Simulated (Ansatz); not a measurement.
Ansatz (a program for electronic structure) input (CCSD(T)/def2-SVP):

Ansatz 0.2 input:
```yaml
crystal:
  periodic: [false, false, false]
  atoms:
    - {symbol: Ta, position_ang: [0.12825472, -0.15503597, 0.18221722]}
    - {symbol: O, position_ang: [-0.45903064, -1.45647767, -0.77966176]}
    - {symbol: O, position_ang: [0.25772015, 1.46155610, -0.85116494]}
    - {symbol: O, position_ang: [-0.96901379, 1.40962477, -0.03190546]}
basis:
  gaussian:
    orbitals: def2-SVP
magnetization: {spin_polarized: true, initial_magnetization: 1}
correlation: {method: ccsd_t, electrons: outside_noble_gas}
```

Output:

```
Functional definition: HF
integrals: 0.08 GiB planned
702 factors; integrals over basis functions are off by at most 6.6e-4 eV
mean field: 0.24 GiB planned
mean field evaluation 1: about -7628.1458 eV, gradient 4.6e1 eV
mean field evaluation 2: about -7628.3115 eV, gradient 4.6e1 eV
mean field evaluation 4: about -7637.7492 eV, gradient 4.7e0 eV
mean field evaluation 8: about -7637.9372 eV, gradient 8.5e-1 eV
mean field evaluation 16: about -7637.9675 eV, gradient 1.4e-3 eV
mean field evaluation 32: about -7635.3984 eV, gradient 1.1e0 eV
mean field evaluation 64: about -7637.9666 eV, gradient 3.5e-2 eV
mean field evaluation 96: about -7632.6245 eV, gradient 2.2e1 eV
mean field evaluation 128: about -7635.4005 eV, gradient 3.5e0 eV
mean field evaluation 160: about -7637.8200 eV, gradient 2.7e0 eV
mean field evaluation 192: about -7637.9253 eV, gradient 8.4e-1 eV
mean field evaluation 224: about -7637.9669 eV, gradient 1.4e-1 eV
mean field evaluation 256: about -7637.9201 eV, gradient 5.8e-1 eV
mean field evaluation 288: about -7634.9663 eV, gradient 4.7e0 eV
mean field evaluation 320: about -7637.9017 eV, gradient 1.9e0 eV
mean field evaluation 352: about -7636.2034 eV, gradient 3.1e-1 eV
mean field evaluation 384: about -7635.9617 eV, gradient 1.4e-1 eV
mean field evaluation 416: about -7635.9321 eV, gradient 2.0e-2 eV
mean field evaluation 448: about -7635.0126 eV, gradient 1.9e0 eV
mean field evaluation 480: about -7633.7551 eV, gradient 4.2e0 eV
mean field evaluation 512: about -7636.6427 eV, gradient 3.3e0 eV
mean field evaluation 544: about -7634.6549 eV, gradient 8.6e-2 eV
mean field evaluation 576: about -7634.4884 eV, gradient 4.5e-1 eV
mean field evaluation 608: about -7634.4084 eV, gradient 2.8e0 eV
mean field evaluation 640: about -7634.5999 eV, gradient 1.9e-3 eV
mean field evaluation 672: about -7634.9953 eV, gradient 4.6e0 eV
mean field evaluation 704: about -7630.3614 eV, gradient 2.7e1 eV
mean field evaluation 736: about -7635.6964 eV, gradient 1.6e-1 eV
mean field evaluation 768: about -7634.5912 eV, gradient 4.0e-1 eV
mean field evaluation 800: about -7634.6697 eV, gradient 1.5e0 eV
mean field evaluation 832: about -7634.7440 eV, gradient 4.4e-1 eV
mean field evaluation 864: about -7633.5748 eV, gradient 6.9e-2 eV
mean field evaluation 896: about -7635.1428 eV, gradient 1.7e0 eV
mean field evaluation 928: about -7633.8075 eV, gradient 1.2e-2 eV
mean field evaluation 960: about -7634.4385 eV, gradient 1.0e-2 eV
mean field evaluation 992: about -7629.5018 eV, gradient 1.4e1 eV
mean field evaluation 1024: about -7633.6582 eV, gradient 4.5e-1 eV
mean field evaluation 1056: about -7634.2951 eV, gradient 1.5e0 eV
mean field evaluation 1088: about -7633.5745 eV, gradient 3.8e-1 eV
mean field evaluation 1120: about -7637.8809 eV, gradient 6.3e-1 eV
mean field evaluation 1152: about -7637.7669 eV, gradient 9.6e-1 eV
mean field evaluation 1184: about -7636.7014 eV, gradient 3.0e0 eV
mean field evaluation 1216: about -7637.9547 eV, gradient 1.5e-1 eV
mean field evaluation 1248: about -7637.8268 eV, gradient 3.1e-1 eV
mean field evaluation 1280: about -7635.6336 eV, gradient 1.3e0 eV
mean field evaluation 1312: about -7634.8915 eV, gradient 8.9e0 eV
mean field evaluation 1344: about -7635.8314 eV, gradient 1.9e0 eV
mean field evaluation 1376: about -7635.6058 eV, gradient 3.2e0 eV
mean field evaluation 1408: about -7635.6791 eV, gradient 9.2e-1 eV
mean field evaluation 1440: about -7637.9526 eV, gradient 1.8e-1 eV
mean field evaluation 1472: about -7637.8269 eV, gradient 3.0e-1 eV
mean field evaluation 1504: about -7636.9756 eV, gradient 7.5e-2 eV
mean field evaluation 1536: about -7637.9049 eV, gradient 1.7e0 eV
mean field evaluation 1568: about -7637.9657 eV, gradient 3.5e-1 eV
mean field evaluation 1600: about -7637.9599 eV, gradient 1.3e-1 eV
mean field evaluation 1632: about -7634.6032 eV, gradient 5.7e0 eV
mean field evaluation 1664: about -7635.4996 eV, gradient 5.5e-1 eV
mean field evaluation 1696: about -7635.6510 eV, gradient 9.1e-1 eV
mean field -7637.96750077 eV, -280.6901284530 hartree, gradient 2.2e-6 eV, S^2 0.765227; 28 other end points of the search recorded, 0 dependent functions left out
determinant -7637.96750077 eV, -280.6901284530 hartree, with singles and doubles -7657.05817405 eV, -281.3916977561 hartree
determinant -7637.63083395 eV, -280.6777561756 hartree, with singles and doubles -7656.44653356 eV, -281.3692203824 hartree
determinant -7636.97603395 eV, -280.6536927193 hartree, with singles and doubles -7655.71124277 eV, -281.3421989443 hartree
determinant -7636.22669305 eV, -280.6261549492 hartree, with singles and doubles -7654.64611788 eV, -281.3030563268 hartree
determinant -7635.96262058 eV, -280.6164504649 hartree, with singles and doubles -7654.62448882 eV, -281.3022614734 hartree
determinant -7635.93217421 eV, -280.6153315815 hartree, with singles and doubles -7654.60358796 eV, -281.3014933810 hartree
determinant -7635.70046893 eV, -280.6068165695 hartree, with singles and doubles -7653.60404008 eV, -281.2647606739 hartree
determinant -7635.40998045 eV, -280.5961413146 hartree, with singles and doubles -7653.37402630 eV, -281.2563078232 hartree
determinant -7635.09231137 eV, -280.5844671915 hartree, with singles and doubles -7654.51346312 eV, -281.2981813541 hartree
determinant -7634.72203337 eV, -280.5708597261 hartree, with singles and doubles -7652.76260109 eV, -281.2338383611 hartree
determinant -7634.71985660 eV, -280.5707797310 hartree, with singles and doubles -7652.77743249 eV, -281.2343834051 hartree
determinant -7634.67712745 eV, -280.5692094639 hartree, with singles and doubles -7652.28739839 eV, -281.2163749840 hartree
determinant -7634.65755652 eV, -280.5684902453 hartree, with singles and doubles -7653.54671275 eV, -281.2626539334 hartree
determinant -7634.59990755 eV, -280.5663716848 hartree, with singles and doubles -7653.05873804 eV, -281.2447211933 hartree
7 core orbitals not correlated
reference -7637.96750077 eV, -280.6901284530 hartree; 12, 11 occupied and 55, 56 virtual orbitals, 702 factors
second order -19.87890741 eV of doubles, -0.00000000 eV of singles
coupled cluster: 0.35 GiB planned
cycle   1  -19.09633837 eV  change   -5.7e-3 eV  update   1.1e-2
cycle   2  -19.09616729 eV  change    1.7e-4 eV  update   1.0e-2
cycle   3  -19.10053502 eV  change   -4.4e-3 eV  update   9.5e-3
cycle   4  -19.10944057 eV  change   -8.9e-3 eV  update   5.7e-3
cycle   5  -19.12617807 eV  change   -1.7e-2 eV  update   4.3e-3
cycle   6  -19.11895511 eV  change    7.2e-3 eV  update   2.4e-3
cycle   7  -19.11738035 eV  change    1.6e-3 eV  update   1.3e-3
cycle   8  -19.11720917 eV  change    1.7e-4 eV  update   6.1e-4
cycle   9  -19.11730959 eV  change   -1.0e-4 eV  update   3.7e-4
cycle  10  -19.11745097 eV  change   -1.4e-4 eV  update   1.7e-4
cycle  11  -19.11767653 eV  change   -2.3e-4 eV  update   7.5e-5
cycle  12  -19.11755171 eV  change    1.2e-4 eV  update   4.8e-5
cycle  13  -19.11757411 eV  change   -2.2e-5 eV  update   2.6e-5
coupled cluster: 0.35 GiB planned
perturbative correction -0.97560117 eV, -0.0358526819 hartree
Total energy: -7658.06067605 eV, -281.4285390250 hartree
```

The spin state was set by rule; other spins were not relaxed.
